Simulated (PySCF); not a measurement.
An unknown is described by computed data only.

Formula: C7H7N3.

* Valence photoelectron: vertical ionisation energy: 8.07 eV [ΔSCF B3LYP/def2-SVPD]
* Triplet: lowest triplet excitation (Tamm–Dancoff): 2.90 eV [TDA B3LYP/def2-SVPD]
* Rotational structure: rotational constants A, B, C: 2.840, 1.297, 0.895 GHz [PBE0-D3(BJ)/def2-SVP]
* 13C NMR: chemical shifts (computed TMS as zero) by class: 136.1 (1 C), 135.7 (1 C), 130.8 (1 C), 127.5 (1 C), 123.0 (1 C), 118.1 (1 C), 12.3 (1 C) ppm [GIAO PBE0/pcSseg-1]
* Polarisability: 103.5 au [B3LYP/def2-SVPD]
* UV, first state: lowest singlet excitation: 3.88 eV (319 nm, f = 0.050) [TDDFT B3LYP/def2-SVPD]

The electronic properties come from PySCF, for the isolated species, density fitting. Levels stand in brackets. Geometry: PBE0-D3(BJ)/def2-SVP; no solvent, vibrations or thermal averaging. NMR values are class means; diastereotopic atoms form classes of their own.

Question: Propose a structure and show how it fits.

Answer: Numbering: `[CH3:1][c:2]1[n:3][n:4][n:5]2[cH:6][cH:7][cH:8][cH:9][c:10]12`. Its formula, C7H7N3, gives 6 degrees of unsaturation: 2 rings and 4 π bonds in the structure found (Kekulé form). 7 carbons fall into 7 classes; from least to most shielded: substituted aromatic carbon [C2] (136.1 ppm), ring-fusion aromatic carbon [C10] (135.7 ppm), aromatic CH next to a ring nitrogen [C6] (130.8 ppm), aromatic CH carbon [C8] (127.5 ppm), aromatic CH carbon [C9] (123.0 ppm), aromatic CH carbon [C7] (118.1 ppm), benzylic-type carbon [C1] (12.3 ppm). S1 is mainly HOMO→LUMO (weight 0.95); the largest Löwdin shares of the orbital it empties are 0.19 on the substituted aromatic carbon, 0.19 on a pyridine-type nitrogen, 0.10 on the aromatic CH next to a ring nitrogen and 0.10 on an aromatic CH carbon, of the orbital it fills 0.22 on an aromatic CH carbon, 0.20 on the aromatic CH next to a ring nitrogen, 0.16 on an aromatic CH carbon and 0.11 on an aromatic CH carbon. The optimised geometry has point group Cs and is an asymmetric top. Structure: `Cc1nnn2ccccc12`. Computed isomers that give other values at the same levels: `N#Cc1ccnn1C1CC1` (rotational constant A: 1.955 GHz; this holds for the one conformer computed); `CN(C)C(=C=CC#N)C#N` (rotational constant A: 1.932 GHz; this holds for the one conformer computed). The assignments are read from this structure; whether some other isomer fits the data as well wasn't checked.
